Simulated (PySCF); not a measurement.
Be(I)(SH) (BeHIS), SMILES [SH][Be][I]. Geometry optimised at B3LYP-D3(BJ)/def2-TZVP. The def2 effective core potentials stand for the cores of I; spin–orbit coupling is left out. Other conformers were not sampled.

Question: Give the equilibrium geometry at B3LYP-D3(BJ)/def2-TZVP (PySCF confirms it by a frequency run) as Cartesian coordinates in Å, and its point group. (Estimate from the structure and the level; the computed values follow.)

Answer: This is not unique; one that fits is point group Cs.
```xyz
4

Be    -0.0231    -1.1179     0.0000
I      0.0013     1.0536     0.0000
S     -0.0778    -3.0163     0.0000
H      1.2661    -3.1075     0.0000
```
Charge 0, spin multiplicity 1.
